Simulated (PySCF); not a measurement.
Polarisability and C₆ of C- (carbon, charge -1)

[He] 2s2 2p3, high-spin 4S determinant. All numbers are calculated (PySCF 2.14, no relativity, point nucleus, in aug-cc-pwCVDZ (5s4p2d, 27 functions)). Coupled (time-dependent) response in atomic units; α is the mean over directions. A double-zeta set is small for polarisabilities.

```json
{"method": "UHF", "mean α (bohr³)": "31.14", "C₆ (like pair)": "200.3", "S(−4)": "722.9"}
```

S(−4) is the Cauchy moment in α(ω) = α(0) + S(−4) ω² + …

α(iu) at UHF:

| u (hartree) | α(iu) (bohr³) |
| --- | --- |
| 0 | 31.14 |
| 0.0500 | 29.49 |
| 0.100 | 25.84 |
| 0.200 | 18.89 |
| 0.300 | 14.27 |
| 0.500 | 8.851 |
| 0.750 | 5.340 |
| 1.00 | 3.492 |
| 1.50 | 1.788 |
| 2.00 | 1.074 |
| 3.00 | 0.5097 |
| 5.00 | 0.1960 |

A single London oscillator, α(iu) = α/(1 + u²/ω²), gives C₆ = (3/4) ω α². Matching the computed C₆ needs ω = 4 × 200.3 / (3 × 31.14²) = 0.275 hartree.

For an ion, C₆ is the dispersion term alone; charge-induced terms of lower order in 1/R come first.
